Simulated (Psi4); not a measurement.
Input file for Psi4: SAPT0/jun-cc-pV(D+d)Z on BH6P (a complex), monomers drawn apart or pushed together.

```
memory 8100 MB

molecule dimer {
0 1
B    -0.03034645   -0.07736415    0.67210629
H     1.09672666   -0.42107271    0.41765973
H    -0.84163681   -0.96881032    0.65523669
H    -0.38372522    0.93204156    0.11588585
--
0 1
P     0.08827133    0.63286417    3.27597111
H    -1.09175083    1.09066880    3.88907086
H     0.47922549   -0.34434597    4.20877938
H     0.96432251    1.67227652    3.63662678
units angstrom
symmetry c1
no_reorient
no_com
}

set {
  basis jun-cc-pV(D+d)Z
  scf_type df
  freeze_core true
}

energy('sapt0')
```

It printed:

```
[...]
==> Input File <==

--------------------------------------------------------------------------
memory 8100 MB

molecule dimer {
0 1
B    -0.03034645   -0.07736415    0.67210629
H     1.09672666   -0.42107271    0.41765973
H    -0.84163681   -0.96881032    0.65523669
H    -0.38372522    0.93204156    0.11588585
--
0 1
P     0.08827133    0.63286417    3.27597111
H    -1.09175083    1.09066880    3.88907086
H     0.47922549   -0.34434597    4.20877938
H     0.96432251    1.67227652    3.63662678
units angstrom
symmetry c1
no_reorient
no_com
}

set {
  basis jun-cc-pV(D+d)Z
  scf_type df
  freeze_core true
}

energy('sapt0')
--------------------------------------------------------------------------


   => Loading Basis Set <=

    Name: JUN-CC-PV(D+D)Z
    Role: ORBITAL
    Keyword: BASIS
    atoms 1        entry B          line   154 file jun-cc-pv_dpd_z.gbs
    atoms 2-4, 6-8 entry H          line    60 file jun-cc-pv_dpd_z.gbs
    atoms 5        entry P          line   632 file jun-cc-pv_dpd_z.gbs

   => Loading Basis Set <=

    Name: JUN-CC-PV(D+D)Z
    Role: ORBITAL
    Keyword: BASIS
    atoms 1        entry B          line   154 file jun-cc-pv_dpd_z.gbs
    atoms 2-4, 6-8 entry H          line    60 file jun-cc-pv_dpd_z.gbs
    atoms 5        entry P          line   632 file jun-cc-pv_dpd_z.gbs


  //>>>>>>>>>>>>>>>>>>>>>>>>>>>>>>>>>>>//
  //              Dimer HF             //
  //<<<<<<<<<<<<<<<<<<<<<<<<<<<<<<<<<<<//

   => Libint2 <=

    Primary   basis highest AM E, G, H:  7, 6, 3
    Auxiliary basis highest AM E, G, H:  7, 7, 4
    Onebody   basis highest AM E, G, H:  -, -, -
    Solid Harmonics ordering:            Gaussian


   => Loading Basis Set <=

    Name: JUN-CC-PV(D+D)Z
    Role: ORBITAL
    Keyword: BASIS
    atoms 1        entry B          line   154 file jun-cc-pv_dpd_z.gbs
    atoms 2-4, 6-8 entry H          line    60 file jun-cc-pv_dpd_z.gbs
    atoms 5        entry P          line   632 file jun-cc-pv_dpd_z.gbs


         ---------------------------------------------------------
                                   SCF
               by Justin Turney, Rob Parrish, Andy Simmonett
                          and Daniel G. A. Smith
                              RHF Reference
                        4 Threads,   7724 MiB Core
         ---------------------------------------------------------

  ==> Geometry <==

    Molecular point group: c1
    Full point group: C1

    Geometry (in Angstrom), charge = 0, multiplicity = 1:

       Center              X                  Y                   Z               Mass
    ------------   -----------------  -----------------  -----------------  -----------------
         B           -0.030346450000    -0.077364150000     0.672106290000    11.009305360000
         H            1.096726660000    -0.421072710000     0.417659730000     1.007825032230
         H           -0.841636810000    -0.968810320000     0.655236690000     1.007825032230
         H           -0.383725220000     0.932041560000     0.115885850000     1.007825032230
         P            0.088271330000     0.632864170000     3.275971110000    30.973761998420
         H           -1.091750830000     1.090668800000     3.889070860000     1.007825032230
         H            0.479225490000    -0.344345970000     4.208779380000     1.007825032230
         H            0.964322510000     1.672276520000     3.636626780000     1.007825032230

  Running in c1 symmetry.

  Rotational constants: A =      1.78775  B =      0.04186  C =      0.04180 [cm^-1]
  Rotational constants: A =  53595.51853  B =   1254.94560  C =   1253.02282 [MHz]
  Nuclear repulsion =   50.553137930565171

  Charge       = 0
  Multiplicity = 1
  Electrons    = 26
  Nalpha       = 13
  Nbeta        = 13

  ==> Algorithm <==

  SCF Algorithm Type is DF.
  DIIS enabled.
  MOM disabled.
  Fractional occupation disabled.
  Guess Type is SAD.
  Energy threshold   = 1.00e-08
  Density threshold  = 1.00e-08
  Integral threshold = 1.00e-12

  ==> Primary Basis <==

  Basis Set: JUN-CC-PV(D+D)Z
    Blend: JUN-CC-PV(D+D)Z
    Number of shells: 37
    Number of basis functions: 75
    Number of Cartesian functions: 78
    Spherical Harmonics?: true
    Max angular momentum: 2

   => Loading Basis Set <=

    Name: (JUN-CC-PV(D+D)Z AUX)
    Role: JKFIT
    Keyword: DF_BASIS_SCF
    atoms 1        entry B          line    90 file jun-cc-pvdz-jkfit.gbs
    atoms 2-4, 6-8 entry H          line    70 file jun-cc-pvdz-jkfit.gbs
    atoms 5        entry P          line   586 file jun-cc-pvdz-jkfit.gbs

  ==> Integral Setup <==

  DFHelper Memory: AOs need 0.016 GiB; user supplied 5.658 GiB.
  SCF_SUBTYPE=INCORE selected. In-core MEM_DF algorithm will be used.
  Using in-core AOs.

  ==> MemDFJK: Density-Fitted J/K Matrices <==

    J tasked:                   Yes
    K tasked:                   Yes
    wK tasked:                   No
    OpenMP threads:               4
    Algorithm:                 Core
    Schwarz Cutoff:      
[...]
 2.383846    65A      2.626599    66A      2.626609
      67A      3.253700    68A      3.951455    69A      3.951495
      70A      4.365368    71A      4.365372    72A      4.420483
      73A      4.448684    74A      4.448687    75A     12.359327

    Final Occupation by Irrep:
              A
    DOCC [     9 ]
    NA   [     9 ]
    NB   [     9 ]

  @DF-RHF Final Energy:  -342.47578163432883

   => Energetics <=

    Nuclear Repulsion Energy =             17.6698716139069028
    One-Electron Energy =                -508.5088600194079049
    Two-Electron Energy =                 148.3632067711721731
    Total Energy =                       -342.4757816343288823

Computation Completed


Properties will be evaluated at   0.000000,   0.000000,   0.000000 [a0]

Properties computed using the SCF density matrix


 Multipole Moments:

 ------------------------------------------------------------------------------------
     Multipole            Electronic (a.u.)      Nuclear  (a.u.)        Total (a.u.)
 ------------------------------------------------------------------------------------

 L = 1.  Multiply by 2.5417464519 to convert [e a0] to [Debye]
 Dipole X            :         -3.1517523            3.1669299            0.0151776
 Dipole Y            :        -22.4188827           22.5095897            0.0907070
 Dipole Z            :       -114.7026926          115.0352707            0.3325780
 Magnitude           :                                                    0.3450598

 ------------------------------------------------------------------------------------

  Constructing Basis Sets for SAPT...

   => Loading Basis Set <=

    Name: (JUN-CC-PV(D+D)Z AUX)
    Role: RIFIT
    Keyword: DF_BASIS_SAPT
    atoms 1        entry B          line    56 file jun-cc-pvdz-ri.gbs
    atoms 2-4, 6-8 entry H          line    30 file jun-cc-pvdz-ri.gbs
    atoms 5        entry P          line   432 file jun-cc-pvdz-ri.gbs

   => Loading Basis Set <=

    Name: (JUN-CC-PV(D+D)Z AUX)
    Role: JKFIT
    Keyword: DF_BASIS_ELST
    atoms 1        entry B          line    90 file jun-cc-pvdz-jkfit.gbs
    atoms 2-4, 6-8 entry H          line    70 file jun-cc-pvdz-jkfit.gbs
    atoms 5        entry P          line   586 file jun-cc-pvdz-jkfit.gbs


  //>>>>>>>>>>>>>>>>>>>>>>>>>>>>>>>>>>>//
  //               SAPT0               //
  //<<<<<<<<<<<<<<<<<<<<<<<<<<<<<<<<<<<//



        SAPT0
    Ed Hohenstein
     6 June 2009

      Orbital Information
  --------------------------
    NSO        =        75
    NMO        =        75
    NRI        =       234
    NRI (Elst) =       338
    NOCC A     =         4
    NOCC B     =         9
    FOCC A     =         1
    FOCC B     =         5
    NVIR A     =        71
    NVIR B     =        66

    Elst10,r            =    -0.023126845019 [Eh]
    Exch10              =     0.025701408112 [Eh]
    Exch10 (S^2)        =     0.025056424128 [Eh]

    Maxiter = 50
    CPHF R converge = 1.000000E-08

    Iter     Energy [mEh]          dE [mEh]         Residual      Time [s]
       1      -1.38334582       1.383345817     4.499981e-03             0
       2      -1.55988386       0.176538047     5.735031e-04             0
       3      -1.57095440       0.011070540     7.431591e-05             0
       4      -1.56916928      -0.001785120     9.436110e-06             0
       5      -1.56928935       0.000120068     1.635285e-06             0
       6      -1.56927687      -0.000012486     1.951319e-07             0
       7      -1.56927784       0.000000971     1.895387e-08             0
       8      -1.56927776      -0.000000072     4.768530e-09             0

    CHF Iterations converged

    Maxiter = 50
    CPHF R converge = 1.000000E-08

    Iter     Energy [mEh]          dE [mEh]         Residual      Time [s]
       1     -17.45454979      17.454549786     2.313885e-02             0
       2     -23.37949917       5.924949386     5.823595e-03             0
       3     -23.42354591       0.044046741     1.307575e-03             0
       4     -23.35952823      -0.064017686     1.616817e-04             0
       5     -23.36560952       0.006081296     3.507229e-05             0
       6     -23.36581497       0.000205445     6.903694e-06             0
       7     -23.36560954      -0.000205428     1.725812e-06             0
       8     -23.36564827       0.000038725     3.255842e-07             0
       9     -23.36564312      -0.000005141     4.573431e-08             0
      10     -23.36564371       0.000000582     6.045109e-09             0

    CHF Iterations converged

    Ind20,r (A<-B)      =    -0.001569277764 [Eh]
    Ind20,r (B<-A)      =    -0.023365643706 [Eh]
    Ind20,r             =    -0.024934921470 [Eh]
    Exch-Ind20,r (A<-B) =     0.000900627943 [Eh]
    Exch-Ind20,r (B<-A) =     0.014467330989 [Eh]
    Exch-Ind20,r        =     0.015367958933 [Eh]
    Disp20              =    -0.008277889336 [Eh]
    Disp20 (SS)         =    -0.004138944668 [Eh]
    Disp20 (OS)         =    -0.004138944668 [Eh]
    Exch-Disp20         =     0.001456851059 [Eh]
    Exch-Disp20 (SS)    =     0.000836264535 [Eh]
    Exch-Disp20 (OS)    =     0.000620586523 [Eh]

    SAPT Results
  --------------------------------------------------------------------------------------------------------
    Electrostatics                -23.12684502 [mEh]     -14.51231435 [kcal/mol]     -60.71952323 [kJ/mol]
      Elst10,r                    -23.12684502 [mEh]     -14.51231435 [kcal/mol]     -60.71952323 [kJ/mol]

    Exchange                       25.70140811 [mEh]      16.12787708 [kcal/mol]      67.47903770 [kJ/mol]
      Exch10                       25.70140811 [mEh]      16.12787708 [kcal/mol]      67.47903770 [kJ/mol]
      Exch10(S^2)                  25.05642413 [mEh]      15.72314352 [kcal/mol]      65.78563248 [kJ/mol]

    Induction                     -20.24367140 [mEh]     -12.70309559 [kcal/mol]     -53.14975193 [kJ/mol]
      Ind20,r                     -24.93492147 [mEh]     -15.64689945 [kcal/mol]     -65.46662730 [kJ/mol]
      Exch-Ind20,r                 15.36795893 [mEh]       9.64353982 [kcal/mol]      40.34857062 [kJ/mol]
      delta HF,r (2)              -10.67670886 [mEh]      -6.69973596 [kcal/mol]     -28.03169525 [kJ/mol]

    Dispersion                     -6.82103828 [mEh]      -4.28026614 [kcal/mol]     -17.90863353 [kJ/mol]
      Disp20                       -8.27788934 [mEh]      -5.19445398 [kcal/mol]     -21.73359546 [kJ/mol]
      Exch-Disp20                   1.45685106 [mEh]       0.91418784 [kcal/mol]       3.82496193 [kJ/mol]
      Disp20 (SS)                  -4.13894467 [mEh]      -2.59722699 [kcal/mol]     -10.86679773 [kJ/mol]
      Disp20 (OS)                  -4.13894467 [mEh]      -2.59722699 [kcal/mol]     -10.86679773 [kJ/mol]
      Exch-Disp20 (SS)              0.83626454 [mEh]       0.52476392 [kcal/mol]       2.19561224 [kJ/mol]
      Exch-Disp20 (OS)              0.62058652 [mEh]       0.38942392 [kcal/mol]       1.62934969 [kJ/mol]

  Total HF                        -17.66910830 [mEh]     -11.08753285 [kcal/mol]     -46.39023746 [kJ/mol]
  Total SAPT0                     -24.49014658 [mEh]     -15.36779899 [kcal/mol]     -64.29887099 [kJ/mol]

  Special recipe for scaled SAPT0 (see Manual):
    Electrostatics sSAPT0         -23.12684502 [mEh]     -14.51231435 [kcal/mol]     -60.71952323 [kJ/mol]
    Exchange sSAPT0                25.70140811 [mEh]      16.12787708 [kcal/mol]      67.47903770 [kJ/mol]
    Induction sSAPT0              -19.02608828 [mEh]     -11.93905065 [kcal/mol]     -49.95298790 [kJ/mol]
    Dispersion sSAPT0              -6.70561389 [mEh]      -4.20783624 [kcal/mol]     -17.60558684 [kJ/mol]
  Total sSAPT0                    -23.15713908 [mEh]     -14.53132416 [kcal/mol]     -60.79906027 [kJ/mol]
  --------------------------------------------------------------------------------------------------------



*** Psi4 exiting successfully. Buy a developer a beer!
```

The run finished.

Cost: around 15 core-seconds (rough).
